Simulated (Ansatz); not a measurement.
Consider the atomization: `BB(C)CC` → 2 B• + 3 C• + 10 H•.

Computed with Ansatz on PBE0-D4/def2-TZVP structures; ΔE is electronic, products minus reactants. CCSD(T)/CBS is the MP2 limit (def2-TZVPP, def2-QZVPP) plus CCSD(T) − MP2 in def2-TZVPP, frozen cores. This one scheme is used for every species, atoms too. Functionals use def2-TZVPP. B3LYP here is the variant with VWN-RPA as its local correlation; programs differ in this. Open shells (•) are unrestricted, without spin–orbit coupling. Spin–orbit coupling would lower the free atoms: a little for B, C. Each species was taken in one conformer, which may not be the lowest.

```csv
level,ΔE (eV),difference from CCSD(T)/CBS
PBE-D4,59.71,1.14
r2SCAN-D4,59.18,0.61
PBE0-D4,59.27,0.70
B3LYP-D4,59.08,0.51
ωB97X-V,58.93,0.36
ωB97M-V,59.04,0.47
B2PLYP,58.39,-0.18
PBE,59.45,0.88
r2SCAN,59.12,0.55
PBE0,59.04,0.47
B3LYP,58.67,0.10
HF/def2-TZVPP,45.85,-12.72
MP2/def2-TZVPP,57.93,-0.64
SCS-MP2/def2-TZVPP,57.87,-0.70
CCSD/def2-TZVPP,56.89,-1.68
CCSD(T)/def2-TZVPP,57.46,-1.11
HF/def2-QZVPP,45.89,-12.68
MP2/def2-QZVPP,58.58,0.01
SCS-MP2/def2-QZVPP,58.61,0.04
HF/CBS(def2),45.90,-12.67
MP2/CBS(def2),59.04,0.47
CCSD/CBS(def2),58.01,-0.56
CCSD(T)/CBS,58.57,0
```

Largest T1 diagnostic among the species: 0.014.

The D4 term adds +0.42 eV with B3LYP and +0.22 eV with PBE0; it sums over pairs of atoms, weighted by their polarisabilities, and B3LYP, whose exchange is more repulsive, gets the larger term. From PBE to PBE0 (25 % exact exchange), in def2-TZVPP and without D4, ΔE moves by −0.41 eV: exact exchange takes away binding that semilocal exchange gives to molecules.

For atomizations the MP2-based limit and the directly extrapolated one differ by several kJ/mol either way, and by 10 to 25 for some Ge, Se and Sn compounds, so smaller differences from it don't rank the levels.
